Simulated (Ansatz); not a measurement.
`C[B]1[O][GeH2]1` → `[BH]1[O][GeH2]1` + `[CH2]` (triplet) at 700 K and 1 bar (formal loss of a carbene).

Program: Ansatz. Geometries: PBE0-D4/def2-TZVP. ΔE: electronic, gas phase. CBS: MP2 limit from def2 TZ/QZ plus the TZ coupled-cluster correction, frozen cores. This one scheme is used for every species. Triplets are unrestricted, without spin–orbit coupling. For Ge outer-core shells are correlated without core-valence functions, which leaves a few kJ/mol of doubt a bond. Scalar relativity is left out up to krypton.

| species | CCSD(T)/CBS energy (Eh) | H − E (kJ/mol) | S (J/(mol·K)) |
| --- | --- | --- | --- |
| `C[B]1[O][GeH2]1` | -2217.16732 | 222.6 | 424.6 |
| `[BH]1[O][GeH2]1` | -2177.88385 | 129.0 | 352.7 |
| `[CH2]` (triplet) | -39.09499 | 70.4 | 226.8 |

H − E and S are ideal-gas, rigid-rotor, harmonic terms from PBE0-D4/def2-TZVP, with the whole ground term of open shells counted as degenerate. 1 Eh = 2625.50 kJ/mol, R = 8.31446 J/(mol·K).

By hand: ΔE, ΔH, ΔS and ΔG.

ΔE = (-2177.88385) + (-39.09499) − (-2217.16732) = 0.18848 Eh = 494.9 kJ/mol. Δ(H − E) = 129.0 + 70.4 − 222.6 = -23.2, so ΔH = 471.7 kJ/mol. ΔS = 352.7 + 226.8 − 424.6 = 154.9 J/(mol·K). ΔG = 471.7 − 700 × (154.9)/1000 = 363.3 kJ/mol.

By hand: the equilibrium constant, and the temperature at which ΔG would vanish if ΔH and ΔS stayed fixed.

log₁₀ K = −ΔG/(RT ln 10) = -27.1. ΔG = 0 at ΔH/ΔS = 3045 K, far beyond where these terms or the molecules hold.

The number of gas molecules changes by +1, which sets the sign of ΔS. A doubt of 5 kJ/mol in ΔE shifts log₁₀ K by 0.4 here. A triplet takes part, so the spin changes. These are equilibria of isolated gas molecules and say nothing of rates. Largest T1 diagnostic: 0.017 (customary marks: 0.02 for closed shells, 0.045 for open ones).
